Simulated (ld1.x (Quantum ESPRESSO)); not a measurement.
## N (Z = 7): one change to a PAW potential, before and after

```json
{
 "Element": "N",
 "Generator": "ld1.x (Quantum ESPRESSO) 7.5",
 "Type": "PAW",
 "Functional": "PBEsol",
 "Relativity": "scalar-relativistic",
 "Frozen core": "[He]",
 "Valence charge": "5",
 "Reference configuration": "2s1.5 2p3.5",
 "Partial waves": "2s (bound): rcut 1.00, rcutus 1.15 bohr; 2s channel at -0.45 Ry: rcut 1.00, rcutus 1.15 bohr; 2p (bound): rcut 1.45, rcutus 2.00 bohr; 2p channel at -0.2 Ry: rcut 1.45, rcutus 2.00 bohr",
 "Local potential": "all-electron potential smoothed inside 1.95 bohr (lloc = -1)",
 "Core correction": "Bessel-smoothed model core inside 0.90 bohr",
 "Augmentation charge": "PSQ, inside the norm-conserving radii"
}
```

Change: waves 2s (bound): rcut 1.00, rcutus 1.74 bohr; 2s channel at -0.45 Ry: rcut 1.00, rcutus 1.74 bohr.

Cutoffs: the cutoffs (Ry, on a coarse ladder) from which the occupation-weighted sum of valence levels, in a spherical-Bessel basis at the reference potential, stays within 10 and 1 mRy of its value at 400 Ry; they do not see the model core or the augmentation charge, which bear on the density cutoff. Errors are all-electron minus pseudo energies relative to the spin-unpolarised reference configuration.

**Question.** Predict the effect on cutoff, ghosts and configuration errors.

**Answer.** The potential gets softer (18 Ry and 30 Ry → 18 Ry and 21 Ry); the number of tests with a reliable result goes from 7 to 3 (the test run of the changed file stopped, so its transferability is not established); of the 3 tests that both files solve, the error grows in 0 and shrinks in 2 by more than 15 % and 0.3 meV (median size 1.3 → 0.4 meV); neither file shows a bound ghost. A larger radius leaves more room for a smooth pseudo-wave, so fewer plane waves are needed.

| quantity | base | changed |
| --- | --- | --- |
| cutoff, loose | 18 Ry | 18 Ry |
| cutoff, tight | 30 Ry | 21 Ry |
| bound ghosts | none | none |
| tests with a reliable result | 7 of 7 | 3 of 7 (the test run stopped) |
| error for 2s2 2p3, meV [ΔE -5.71 eV] | -0.1 | -0.1 |
| error for 2s2 2p2, meV [ΔE 7.81 eV] | -1.3 | -0.4 |
| error for 2s2 2p1, meV [ΔE 36.54 eV] | -8.0 | +1.4 |
| s: phases at 2.19 bohr within 0.05 rad from the reference energy up to (Ry; the scan ends near 5) | to the end of the scan | to the end of the scan |
| p: phases at 2.19 bohr within 0.05 rad from the reference energy up to (Ry; the scan ends near 5) | to the end of the scan | to the end of the scan |
| lowest overlap eigenvalue by channel | s 0.55, p 1.00 | s 0.53, p 1.00 |
